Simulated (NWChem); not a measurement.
LaCl₃; SMILES [Cl][La]([Cl])[Cl]

```xyz
4

La     0.0000     0.0000     0.1756
Cl    -0.3644    -2.5616     0.4687
Cl    -2.0362     1.5963     0.4687
Cl     2.4006     0.9652     0.4687
```
Atoms are numbered in this order, from 1.

All runs use the structure optimised with PBE0/def2-SVP. No frequency run checked for a minimum. def2 effective core potentials on La; no spin-orbit coupling.

List the 4 lowest vertical singlet excitations from CAM-B3LYP/def2-SVPD with def2 effective core potentials on La, TDA (NWChem).


```tsv
state	energy (eV)	oscillator strength	leading excitation (squared amplitude)
S1	5.14	0.007	HOMO−1 → LUMO (0.73)
S2	5.14	0.007	HOMO → LUMO (0.73)
S3	5.21	0.000	HOMO−2 → LUMO (0.98)
S4	5.34	0.051	HOMO−3 → LUMO (0.98)
```
